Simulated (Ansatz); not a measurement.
Cost and result for the atomization energy of `O[SiH2]C[SiH2]O` (13 atoms, 12 bonds).

| atom | x (Å) | y (Å) | z (Å) |
| --- | --- | --- | --- |
| O1 | 0.3680 | -1.8265 | 0.1998 |
| Si2 | 0.3886 | -0.8527 | -1.1516 |
| C3 | -0.5705 | 0.6632 | -0.6885 |
| Si4 | -0.1641 | 1.2998 | 1.0281 |
| O5 | -0.4705 | 0.1427 | 2.1531 |
| H6 | 0.7970 | -2.6813 | 0.1445 |
| H7 | 1.7934 | -0.5058 | -1.5029 |
| H8 | -0.2047 | -1.5890 | -2.3024 |
| H9 | -1.6433 | 0.4494 | -0.7396 |
| H10 | -0.3550 | 1.4487 | -1.4223 |
| H11 | -1.0037 | 2.4718 | 1.3800 |
| H12 | 1.2673 | 1.7199 | 1.0316 |
| H13 | -0.2025 | -0.7402 | 1.8703 |

Total charge 0; spin multiplicity 1. All single points use the PBE0-D4/def2-TZVP geometry. It is one conformer, not always the lowest. Program: Ansatz. All runs use 2 threads of an AMD EPYC 7R13 on a shared host and a share of an NVIDIA H100 80 GB. Times are those of one run each, without the atoms' runs, and a repeat can differ threefold. Electronic energies, without spin–orbit coupling; frozen cores. CCSD(T)/CBS adds CCSD(T) − MP2 in def2-TZVPP to the MP2 limit, and its time is that of the two runs behind it. T1 = 0.011. B3LYP takes the VWN-RPA correlation (the form of Gaussian; ORCA's B3LYP/G).

CCSD(T)/CBS is a level of theory with its own doubt, some kJ/mol a heavy atom from the limit and from the frozen cores, so smaller differences don't rank the functionals.

| level | functions | wall time |
| --- | --- | --- |
| PBE0-D4/def2-TZVPP | 289 | 1.6 s |
| ωB97X-V/def2-TZVPP | 289 | 2 s |
| B3LYP-D4/def2-TZVPP (with forces) | 289 | 2.1 s |
| B2PLYP/def2-TZVPP | 289 | 2.3 s |
| r2SCAN-D4/def2-TZVPP (with forces) | 289 | 2.3 s |
| PBE-D4/def2-TZVPP (with forces) | 289 | 2.4 s |
| ωB97M-V/def2-TZVPP (with forces) | 289 | 2.8 s |
| CCSD(T)/def2-TZVPP | 289 | 3.8 s |
| MP2/def2-QZVPP | 551 | 4.3 s |
| CCSD(T)/CBS(def2) | – | 8.1 s |

Problem. What atomization energy does each give, and how far from CCSD(T)/CBS? (Estimate.)

Solution. Ansatz gave: 
```csv
level,atomization (kcal/mol),difference from CCSD(T)/CBS,per bond
PBE0-D4/def2-TZVPP,1108.9,-17.1,-1.4
ωB97X-V/def2-TZVPP,1125.3,-0.7,-0.1
B3LYP-D4/def2-TZVPP (with forces),1117.3,-8.7,-0.7
B2PLYP/def2-TZVPP,1107.0,-19.0,-1.6
r2SCAN-D4/def2-TZVPP (with forces),1121.0,-5.0,-0.4
PBE-D4/def2-TZVPP (with forces),1122.7,-3.3,-0.3
ωB97M-V/def2-TZVPP (with forces),1124.4,-1.6,-0.1
CCSD(T)/def2-TZVPP,1095.1,-30.9,-2.6
MP2/def2-QZVPP,1127.7,1.7,0.1
CCSD(T)/CBS(def2),1126.0,0.0,0.0
```

In def2-TZVPP, CCSD(T) changes the Hartree–Fock value by +267.5 kcal/mol (the triples alone add +13.4 kcal/mol) and MP2 by +281.5 kcal/mol; breaking electron pairs costs correlation energy, which Hartree–Fock lacks. The D4 term adds +11.3 kcal/mol with B3LYP and +5.9 kcal/mol with PBE0; it sums over pairs of atoms, weighted by their polarisabilities, and B3LYP, whose exchange is more repulsive, gets the larger term. From PBE to PBE0 (25 % exact exchange), in def2-TZVPP and without D4, the atomization energy moves by −12.7 kcal/mol: exact exchange takes away binding that semilocal exchange gives to molecules.
